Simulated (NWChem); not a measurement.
A series in which one site is exchanged, each optimised at PBE0/def2-SVP with NWChem, gas phase unless a solvent is named. All stand in one matching conformer (torsions within 35°), which need not be the lowest. This build's default masses of Se (78.918 u) and Br (79.917 u) are each other's, which moves their modes by up to 0.6 %. Some are not confirmed as minima by frequencies. def2 effective core potentials on Cd; no spin-orbit coupling.

A: [CH3][Cd][O][SiH3] (CH$_{6}$CdOSi; site = Cd)
B: C[Se]O[SiH3] (CH6OSeSi; site = Se)
C: [SiH3][O][Zn][CH3] (CH₆OSiZn; site = Zn)
D: [CH3][Be][O][SiH3] (CH$_{6}$BeOSi; site = Be)

Values for A:

| Quantity | Value |
|---|---|
| dipole (D), PBE0/def2-SVP | 3.14 |
| orbital gap (eV), PBE0/def2-SVP | 6.96 |
| static polarisability, B3LYP/def2-SVPD (bohr³) | 76.6 |

Problem. How do these values change for the other members?

Solution. 
| change from A | B | C | D |
|---|---|---|---|
| dipole (D), PBE0/def2-SVP | -1.35 | -0.68 | -2.99 |
| orbital gap (eV), PBE0/def2-SVP | -1.63 | +0.53 | +1.84 |
| static polarisability, B3LYP/def2-SVPD (bohr³) | -3.4 | -8.1 | -17.8 |
